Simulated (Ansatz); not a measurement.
A set of 12 reactions (hydrogenolysis), with CCSD(T)/CBS values in kJ/mol:

```json
{"reaction": "`BrC1CO[SiH2]1` + H₂ → `C1C[SiH2]O1` + HBr", "ΔE": "-76.1"}
{"reaction": "`C[NH][InH][F]` + H₂ → `C[NH][InH2]` + H–F", "ΔE": "52.6"}
{"reaction": "`OC(F)[SiH2][SiH3]` + H₂ → `OC[SiH2][SiH3]` + H–F", "ΔE": "-75.8"}
{"reaction": "`[CH3][Ge]1([Cl])[O][SiH2]1` + H₂ → `[CH3][GeH]1[O][SiH2]1` + HCl", "ΔE": "68.0"}
{"reaction": "`NCSCF` + H₂ → `CSCN` + H–F", "ΔE": "-118.6"}
{"reaction": "`F[Si](F)(Cl)[S][GeH2][Cl]` + H₂ → `F[SiH](F)Cl` + `[SH][GeH2][Cl]`", "ΔE": "41.1"}
{"reaction": "`CBOCC` + H₂ → `BOCC` + CH₄", "ΔE": "-16.6"}
{"reaction": "`C[NH][GeH]([F])[Cl]` + H₂ → `C[NH][GeH2][Cl]` + H–F", "ΔE": "43.0"}
{"reaction": "`[F][Ge][Br]` + H₂ → `[F][GeH]` + HBr", "ΔE": "140.8"}
{"reaction": "`C[O][Mg][OH]` + H₂ → `C[O][MgH]` + H₂O", "ΔE": "95.9"}
{"reaction": "`FCOBO[SiH3]` + H₂ → `BO[SiH3]` + `OCF`", "ΔE": "117.8"}
{"reaction": "`C[SiH](C)CCl` + H₂ → `C[SiH](C)C` + HCl", "ΔE": "-88.7"}
```

Gas-phase electronic energies from Ansatz, PBE0-D4/def2-TZVP geometries. CBS: MP2 limit from def2 TZ/QZ plus the TZ coupled-cluster correction, frozen cores. This one scheme is used for every species. Functionals use def2-TZVPP. B3LYP here is the variant with VWN-RPA as its local correlation; programs differ in this. Elements past krypton have def2 core potentials. For Br, Ge, In, Mg outer-core shells are correlated without core-valence functions, which leaves a few kJ/mol of doubt a bond. Scalar relativity is left out up to krypton. One conformer a species, not always the lowest.

Task: Give the mean, mean absolute and largest difference (level minus CCSD(T)/CBS, kJ/mol) for: r2SCAN-D4, B3LYP-D4, ωB97X-V, B2PLYP, PBE, B3LYP, MP2/def2-TZVPP, CCSD/def2-TZVPP, CCSD(T)/def2-TZVPP, HF/def2-QZVPP, MP2/def2-QZVPP, SCS-MP2/def2-QZVPP, HF/CBS(def2), MP2/CBS(def2). (An estimate is asked.)

Result: The calculation gave: 
| level | mean | mean absolute | largest |
| --- | --- | --- | --- |
| r2SCAN-D4 | 6.8 | 7.1 | 16.1 |
| B3LYP-D4 | 3.6 | 4.8 | 13.4 |
| ωB97X-V | 1.6 | 5.2 | 15.5 |
| B2PLYP | -0.6 | 4.6 | -12.1 |
| PBE | -0.1 | 5.5 | 12.4 |
| B3LYP | -3.3 | 7.9 | -22.1 |
| MP2/def2-TZVPP | 2.3 | 3.9 | 6.9 |
| CCSD/def2-TZVPP | -6.5 | 6.6 | -14.4 |
| CCSD(T)/def2-TZVPP | -2.6 | 4.0 | -8.7 |
| HF/def2-QZVPP | -12.4 | 14.7 | -36.7 |
| MP2/def2-QZVPP | 3.9 | 5.4 | 10.5 |
| SCS-MP2/def2-QZVPP | 1.0 | 2.5 | 6.7 |
| HF/CBS(def2) | -12.4 | 14.7 | -36.9 |
| MP2/CBS(def2) | 4.9 | 6.8 | 12.5 |

The largest T1 diagnostic in the set is 0.016, for `C[NH][InH2]` (customary mark 0.02).

CCSD(T)/CBS is a level of theory with its own doubt, and the functionals carry their triple-zeta basis error, so these figures describe this set and don't rank the functionals.
